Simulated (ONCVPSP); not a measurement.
**Reading a pseudo-wave (S (Z = 16))**

Columns: radius, all-electron u(r) and pseudo u(r) of the 2s shell (level -230.18 eV) of sulfur in the configuration [He] 2s2 2p6 3s2 3p2.5; PBE, scalar-relativistic, ONCV scheme, ONCVPSP 4.0.1.

```
r (bohr)  all-electron  pseudo
   0.045       -0.6976  0.2316
   0.090       -0.4714  0.4611
   0.135        0.0349  0.6845
   0.180        0.5440  0.8951
   0.225        0.9547  1.0838
   0.270        1.2426  1.2405
   0.315        1.4162  1.3562
   0.360        1.4958  1.4251
   0.405        1.5040  1.4461
   0.450        1.4617  1.4234
   0.495        1.3853  1.3642
   0.540        1.2881  1.2784
   0.585        1.1801  1.1766
   0.630        1.0684  1.0674
   0.675        0.9579  0.9576
   0.720        0.8519  0.8517
   0.765        0.7526  0.7524
   0.810        0.6611  0.6609
   0.855        0.5778  0.5776
   0.900        0.5030  0.5028
   0.945        0.4363  0.4362
   0.990        0.3773  0.3772
   1.035        0.3255  0.3254
   1.080        0.2802  0.2801
   1.125        0.2406  0.2406
   1.170        0.2063  0.2063
```

(1) How many radial nodes do the two functions have?

(2) At about which radius was the pseudo-wave matched?

(3) Where does each function peak?

(4) Is the pseudo-wave norm-conserving?

Answers

(1) The all-electron 2s function has n − l − 1 = 1; the pseudo-wave has 0, since the states of the same l below it are removed with the core.

(2) 0.80 bohr. The columns agree to 0.0005 from 0.68 bohr on; several derivatives are matched, so the curves merge somewhat inside the radius.

(3) Outermost all-electron maximum near 0.41 bohr, pseudo maximum near 0.41 bohr (to the table’s step).

(4) Yes: the ONCV scheme keeps the norm inside the radius equal to the all-electron one, which fixes the energy derivative of the logarithmic derivative at the level.
